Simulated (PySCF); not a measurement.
## Relaxation of doublet SnI₃

Level of theory: UPBE/[Sn def2-SVP with ECP28, I def2-SVP with ECP28], scalar-relativistic core potentials, density fitting, no spin–orbit coupling, PySCF. A (50,194) grid was used.

A hand-made trigonal planar start, of D3h symmetry, held to at least that symmetry:

```xyz
4
charge 0 multiplicity 2, angstrom
Sn    0.0000    0.0000    0.0000
I     2.7300    0.0000    0.0000
I    -1.3650    2.3642    0.0000
I    -1.3650   -2.3642    0.0000
```

(1) What does it relax to?

(2) How much energy is released, and in how many steps?

## Answers

(1) It ends at D3h with Sn–I 2.811 Å (×3); I–Sn–I 120.0° (×3) (after a last refinement on a finer grid). A frequency run shows 1 imaginary mode, down to 64i cm⁻¹, so it is a saddle point. Other isomers or separated fragments may lie lower.

(2) 7.3 kJ/mol in 3 steps.

With an element this heavy the missing spin–orbit coupling can shift these numbers.

The relaxation took of the order of 40 core-seconds on a shared host.
